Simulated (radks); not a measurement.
Results of a calculation; reference values are marked as such.
Species: Tl62+. Configuration: [Ar] 3d1. Level of theory: scalar-relativistic Kohn-Sham, PBE, spin-polarised, spherical densities, finite nucleus; open shells are filled with parallel spins first (spin-orbit coupling, left out, can overturn this in heavy ions); Fermi nuclear charge, rms radius 5.4759 fm (a radial shooting solver on a logarithmic mesh with Libxc functionals).

Unscreened Slater integrals over Kohn-Sham orbitals (eV). They are taken over the spin-up orbitals. Empty in this configuration: 4s.

F0(3d,3d): 166.54
F2(3d,3d): 86.392
F4(3d,3d): 55.966
F0(3d,3p): 154.15
F2(3d,3p): 73.849
G1(3d,3p): 77.629
G3(3d,3p): 52.373
F0(3d,3s): 153.54
G2(3d,3s): 61.133
F0(3d,2p): 210.08
F2(3d,2p): 64.742
G1(3d,2p): 61.500
G3(3d,2p): 35.459
F0(3d,4s): 96.031
G2(3d,4s): 9.3465
F0(3p,3p): 147.12
F2(3p,3p): 73.396
F0(3p,3s): 146.34
G1(3p,3s): 95.041
F0(3p,2p): 194.93
F2(3p,2p): 50.212
G0(3p,2p): 20.212
G2(3p,2p): 22.355
F0(3p,4s): 93.992
G1(3p,4s): 9.9885
F0(3s,3s): 145.93
F0(3s,2p): 190.76
G1(3s,2p): 20.036
F0(3s,4s): 93.818
G0(3s,4s): 7.6990
F0(2p,2p): 401.43
F2(2p,2p): 189.43
F0(2p,4s): 108.45
G1(2p,4s): 6.2261
F0(4s,4s): 76.874

Derived for the open shells (J is the average intra-shell exchange parameter used in DFT+U). 3d: Racah B = F2/49 - 5 F4/441 = 1.129 eV, C = 35 F4/441 = 4.442 eV, C/B = 3.94, F4/F2 = 0.648, J = (F2 + F4)/14 = 10.17 eV.
